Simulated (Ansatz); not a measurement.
Start from `[OH][Ti]([OH])([OH])[SeH]` and change one atom or group to get `[CH3][Ti]([OH])([OH])[OH]`.

Ansatz, PBE0-D4/def2-TZVP geometries, multiplicity 1. Each molecule was computed in one conformer, which needn't be the lowest.

Scalar relativity is left out up to krypton.

```csv
property,`[OH][Ti]([OH])([OH])[SeH]`
HOMO energy (B3LYP/def2-TZVPP) / eV,-6.63
HOMO–LUMO gap (PBE0/def2-TZVPP) / eV,4.99
HOMO–LUMO gap (PBE/def2-TZVPP) / eV,2.91
LUMO energy (B3LYP/def2-TZVPP) / eV,-2.15
size of the dipole moment (PBE/def2-TZVPP) / D,2.89
LUMO energy (PBE/def2-TZVPP) / eV,-2.83
```

(1) Give the same properties after the change, and the shifts. (Estimate.)

## Answers

(1) Ansatz gave: 
| property | `[CH3][Ti]([OH])([OH])[OH]` | shift |
| --- | --- | --- |
| HOMO energy (B3LYP/def2-TZVPP) / eV | -7.28 | -0.65 |
| HOMO–LUMO gap (PBE0/def2-TZVPP) / eV | 6.53 | 1.54 |
| HOMO–LUMO gap (PBE/def2-TZVPP) / eV | 3.96 | 1.05 |
| LUMO energy (B3LYP/def2-TZVPP) / eV | -1.31 | 0.84 |
| size of the dipole moment (PBE/def2-TZVPP) / D | 2.65 | -0.24 |
| LUMO energy (PBE/def2-TZVPP) / eV | -2.10 | 0.73 |

With PBE0 the HOMO falls by 0.65 eV and the LUMO rises by 0.88 eV, so the gap widens by about 1.53 eV. PBE moves the HOMO by -0.32 eV and ωB97M-V by -0.91 eV. The zero-point energy changes by 68.7 kJ/mol with +6 modes. Dipoles are sizes alone; their direction can turn.

B3LYP here is the variant with VWN-RPA as its local correlation; programs differ in this.

Spin–orbit coupling is left out; it splits and shifts lone-pair levels of the heavy atoms by tenths of an eV.
